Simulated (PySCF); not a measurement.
**[Ce(OH)4]−: one run**

[Ce(OH)4]− (singlet in the valence; each metal's 4f electrons, 1 of them, lie in its core potential, out of spins and levels). PySCF 2.14.0, RKS PBE0, Ce lcecp-1-SVP with ECP47, O def2-SVP, H def2-SVP; non-relativistic Hamiltonian with scalar-relativistic core potentials where named; density fitting; no spin-orbit coupling. The geometry is an unrelaxed template.

```python
mol = gto.M(atom='''
Ce     0.00000     0.00000     0.00000
O      1.29430     1.29430     1.29430
H      2.06140     1.56640     1.81390
O     -1.29430    -1.29430     1.29430
H     -2.06140    -1.56640     1.81390
O      1.29430    -1.29430    -1.29430
H      1.56640    -2.06140    -1.81390
O     -1.29430     1.29430    -1.29430
H     -1.56640     2.06140    -1.81390''',
    basis={'Ce': 'lcecp-1-SVP', 'O': 'def2-SVP', 'H': 'def2-SVP'},
    ecp={'Ce': 'lcecp-1-SVP'},
    charge=-1, spin=0)
mf = dft.RKS(mol, xc='PBE0')
mf.grids.atom_grid = (50, 194)  # f atoms: unpruned, at least (60, 302)
mf = mf.density_fit()  # fitting sets: Ce AutoAux, O def2-universal-JKFIT, H def2-universal-JKFIT
mf.conv_tol = 1e-08; mf.max_cycle = 55
mf.kernel(dm0)  # dm0: free metal ions and neutral atoms
```

Run from Python with OMP_NUM_THREADS=2; the lines above give its settings. Where DIIS fails, smearing, a level shift and second-order steps follow.
It took 6.2 s on 2 threads of AMD EPYC 7R43 64-Core Processor (Zen 3), with other jobs on the host, peak memory 0.63 GiB.

Task: Where do the frontier levels lie, over both spins?

Result: HOMO -2.39 eV, LUMO 3.71 eV. The 4f levels lie in the core potential and are missing.

Task: What does the SCF print?

Result: 
```
init E= -343.940102647471
cycle= 1 E= -335.118527822304  delta_E= 8.82  |g|= 0.792  |ddm|= 3.13
cycle= 2 E= -335.020022021244  delta_E= 0.0985  |g|= 1.04  |ddm|= 1.14
cycle= 3 E= -335.226908875524  delta_E= -0.207  |g|= 0.14  |ddm|= 0.765
cycle= 4 E= -335.230515560846  delta_E= -0.00361  |g|= 0.0202  |ddm|= 0.118
cycle= 5 E= -335.230625998029  delta_E= -0.00011  |g|= 0.0023  |ddm|= 0.0333
cycle= 6 E= -335.230627748539  delta_E= -1.75e-06  |g|= 0.000148  |ddm|= 0.00484
cycle= 7 E= -335.230627755804  delta_E= -7.26e-09  |g|= 3.45e-05  |ddm|= 0.000261
Extra cycle  E= -335.230627755736  delta_E= 6.79e-11  |g|= 4e-05  |ddm|= 7.03e-05
converged SCF energy = -335.230627755736
```

Task: What are the Mulliken charges and spins?

Result: 
```
atom  charge (e)  spin (e)
 Ce1       0.920     0.000
  O2      -0.614     0.000
  H3       0.134     0.000
  O4      -0.614     0.000
  H5       0.134     0.000
  O6      -0.614     0.000
  H7       0.134     0.000
  O8      -0.614     0.000
  H9       0.134     0.000
```
The spin of the 4f electrons in the core isn't counted.

An lcecp potential fixes the number of 4f electrons, so in runs with it no electron can move into or out of that shell.
